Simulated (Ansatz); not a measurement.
C3H10OSi, SMILES `COC[SiH2]C`, relaxed with RKS PBE0-D4/def2-TZVP in Ansatz from a PBE-D4/def2-SVP geometry. The force threshold is 0.005 eV/Å; the program also tests the step.

The species carries charge 0 and has multiplicity 1.

Start:

```xyz
15

C     1.040   -1.190   -1.595
O     0.455    0.082   -1.454
C    -0.837    0.051   -0.856
Si   -0.766   -0.017    1.065
C     0.233    1.462    1.680
H     2.029   -1.053   -2.073
H     1.190   -1.711   -0.618
H     0.423   -1.863   -2.242
H    -1.464   -0.775   -1.277
H    -1.344    1.000   -1.140
H    -2.177    0.001    1.599
H    -0.119   -1.299    1.526
H    -0.296    2.413    1.464
H     0.425    1.411    2.771
H     1.208    1.487    1.151
```

How much energy does the relaxation release, and in how many steps? (An estimate is asked.)

Ansatz gave: 6.15 kJ/mol, in 14 steps.

Which bonds change most? (Best estimate.)

The calculation gave: C3–Si4 from 1.924 to 1.903 Å; Si4–C5 from 1.888 to 1.868 Å; C1–H8 from 1.119 to 1.099 Å; C1–H7 from 1.117 to 1.099 Å.

Give the relaxed structure. (An estimate is asked.)

Ansatz gave: 
```xyz
15

C     1.060   -1.080   -1.526
O     0.337    0.119   -1.542
C    -0.908    0.022   -0.876
Si   -0.792   -0.024    1.022
C     0.307    1.359    1.630
H     1.981   -0.913   -2.086
H     1.319   -1.396   -0.507
H     0.496   -1.895   -2.002
H    -1.486   -0.835   -1.254
H    -1.471    0.920   -1.152
H    -2.182    0.119    1.541
H    -0.273   -1.336    1.505
H    -0.100    2.331    1.342
H     0.409    1.338    2.717
H     1.303    1.270    1.190
```
